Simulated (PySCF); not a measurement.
Exercise with solution: chemical shift, span and skew from a shielding tensor

C₃H₄BFO₂, SMILES FB1C=COCO1. Atoms are numbered in the order given.

```xyz
11

F      0.2456     2.2829    -0.4508
B      0.1449     1.0033    -0.1184
C      1.3342     0.0629     0.1282
C      1.0258    -1.2470     0.0271
O     -0.2346    -1.7049    -0.0238
C     -1.2017    -0.8058     0.4650
O     -1.1110     0.4627    -0.0946
H      2.3843     0.3554     0.1573
H      1.7507    -2.0631    -0.0650
H     -2.1783    -1.2399     0.2168
H     -1.0772    -0.7382     1.5648
```
Charge 0, spin multiplicity 1.

The structure is a stationary point at PBE0-D3(BJ)/def2-SVP. This is a generated structure with no PubChem entry under its InChIKey; it may be hypothetical. One conformer was computed; it need not be the lowest.

GIAO shieldings from PBE/pcSseg-1 (PySCF), non-relativistic, no solvent. The symmetric part of the tensor of C6 has the principal values 62.1, 90.1, 107.7 ppm. The same nucleus in TMS has σ = 182.0 ppm at this level (PySCF, at its B3LYP-D3(BJ)/def2-TZVP geometry).

Work out the isotropic shielding, the ¹³C shift against TMS, the span and the skew.


σ(iso) = (σ11 + σ22 + σ33)/3 = 86.6 ppm. δ = σ(ref) − σ(iso) = 182.0 − (86.6) = 95.4 ppm.
Span Ω = σ33 − σ11 = 45.6 ppm. Skew κ = 3(σ(iso) − σ22)/Ω = -0.23. Tumbling in solution averages the tensor to δ; in a static solid the shielding alone would spread this spin-1/2 line over Ω.
